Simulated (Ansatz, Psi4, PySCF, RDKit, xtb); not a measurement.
SiH4 (SMILES [SiH4]) and CH3Br (SMILES CBr) are pulled apart as rigid monomers along the line of their centres of mass, from the B3LYP-D3(BJ)/def2-TZVP minimum. Starting geometry (charge 0, multiplicity 1):
```
atom    x (Å)    y (Å)    z (Å)
----  -------  -------  -------
Si    -0.0443  -0.3024   0.0989
H      0.6309  -1.5814   0.4011
H     -1.4102  -0.3016   0.6688
H     -0.1368  -0.1274  -1.3701
H      0.7252   0.8259   0.6690
C     -0.8732   1.2600   3.6194
Br     0.0357  -0.4520   3.8908
H     -0.1972   1.9046   3.0691
H     -1.1017   1.6687   4.5973
H     -1.7757   1.0637   3.0517
```

Interaction energies with rigid monomers; basis-set methods are counterpoise corrected unless marked otherwise.

Frozen-core correlation. Filled d and f shells under p-block atoms count as core. Rows in 6-31G* carry no dispersion term and start afresh at each structure (6-31G* with six Cartesian d functions); the Pople sets are all-electron and without relativity.

Run with Ansatz (Gaussian basis) for Hartree–Fock, density functionals and correlated methods; Psi4 for SAPT; PySCF for 6-31G* rows, the dispersion terms; RDKit for the force fields; xtb for the GFN methods. 

| Si1···Br7 (Å) | UFF (kcal/mol) | GFN2-xTB (kcal/mol) | PBE-D4/def2-TZVPPD (kcal/mol) | BP86/6-31G* (no counterpoise) (kcal/mol) | SAPT0/aug-cc-pVDZ (kcal/mol) |
|---|---|---|---|---|---|
| 3.42 | 1.35 | -0.91 | -1.04 | 2.34 | -0.77 |
| 3.80 | -1.16 | -1.69 | -1.90 | (withheld) | -1.69 |
| 4.36 | -1.06 | -1.30 | (withheld) | 0.28 | -1.20 |
| 5.31 | -0.42 | -0.54 | -0.49 | 0.08 | -0.43 |
| 6.83 | -0.10 | -0.13 | -0.05 | -0.01 | -0.09 |

Problem. Complete the blanks.

Solution. 
- 3.80, BP86/6-31G* (no counterpoise) (kcal/mol): 0.73
- 4.36, PBE-D4/def2-TZVPPD (kcal/mol): -1.42

Ansatz is an electronic-structure program.
